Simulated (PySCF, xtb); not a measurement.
C2H4FIn, SMILES [CH]([InH][F])=C.

GFN2-xTB (xtb) at its own geometry gives an orbital gap of 3.58 eV and a dipole moment of 4.89 D.

Coordinates come from a B3LYP-D3(BJ)/def2-SVP optimisation. The def2 effective core potentials stand for the cores of In; spin–orbit coupling is left out. The values are those of a single conformer.

Q: What does B3LYP/def2-TZVP (PySCF) give? (The exact figures need the calculation; the answer reports its results.)

A: gap 5.92 eV (levels -7.98 and -2.07 eV), dipole 3.58 D.
